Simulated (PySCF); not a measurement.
# Reading the logs of faulty runs: AlBH2NO

All numbers below are calculated, not measured. The program is PySCF 2.14.0, an open-source quantum chemistry code, run on an isolated molecule that a program drew, which may never have been made. The molecule is AlBH2NO (charge 0, doublet), drawn as the SMILES string `OB=[N][AlH]`.

Each row is a Hartree-Fock (HF) and frozen-core CCSD(T) single point in the cc-pV(D+d)Z basis, meant for a local HF minimum. Run 1 is clean. Each other run has one planted mistake out of seven kinds, and not every kind appears here: one electron removed, one electron added, multiplicity raised by two, geometry at a saddle point, minimal basis STO-3G, one bond length entered in bohr, all coordinates scaled. The reference is restricted for singlets and unrestricted otherwise, and also for a bond in bohr. Adding or removing an electron swaps singlet and doublet. Electrons count all cores. HOMO and LUMO are orbital energies over both spins, the gradient is its largest component, and the lowest frequency (negative if imaginary) is given only where the gradient is small. Bond lengths are over the 5 bonds as drawn. T1 is the CCSD diagnostic: over 0.02 (restricted) or 0.045 (unrestricted) a single reference is doubtful.

Geometry of the clean run:
```xyz
6
AlBH2NO, angstrom
O     0.9054   -1.7759    0.2517
B    -0.3678   -1.4969    0.4737
N    -1.5760   -1.2210    0.6843
Al   -3.2370   -0.7142    0.9728
H     1.1155   -2.6986    0.2151
H    -4.3511   -1.8422    1.1700
```

| run | electrons | basis functions | <S^2> | HOMO (eV) | LUMO (eV) | gradient (hartree/bohr) | lowest frequency (cm^-1) | mean bond (Å) | longest bond (Å) | T1 | HF (hartree) | CCSD(T) (hartree) | mistake |
|---|---|---|---|---|---|---|---|---|---|---|---|---|---|
| 1 | 35 | 75 | 0.755 | -7.61 | 1.53 | 1.4e-05 | 99 | 1.3769 | 1.760 | 0.0162 | -397.15636 | -397.65321 | no fault |
| 2 | 34 | 75 | 0.000 | -16.37 | -6.31 | 7.4e-02 | - | 1.3769 | 1.760 | 0.0194 | -396.89990 | -397.39444 | one electron removed |
| 3 | 36 | 75 | 0.000 | 0.31 | 7.09 | 5.9e-02 | - | 1.3769 | 1.760 | 0.0173 | -397.11734 | -397.65050 | one electron added |
| 4 | 35 | 75 | 0.866 | -8.05 | 1.25 | 8.5e-03 | - | 1.6612 | 3.019 | 0.0277 | -397.09810 | -397.59384 | one bond length entered in bohr |
| 5 | 35 | 26 | 0.758 | -4.27 | 7.71 | 1.0e-01 | - | 1.3769 | 1.760 | 0.0180 | -392.14676 | -392.35054 | ? |

**Which mistake was planted in run 5, and what did it cost?**

It has 26 basis functions where the clean run has 75, with the same electrons and geometry. So the mistake is: minimal basis STO-3G. Subtracting run 1 and multiplying by 627.51 kcal/mol a hartree, the energy moved by 3143.6 kcal/mol in HF and 3327.5 kcal/mol in CCSD(T).

Cautions from the logs. Run 3: the HOMO is above zero, so the electron isn't bound and the energy depends on the basis.
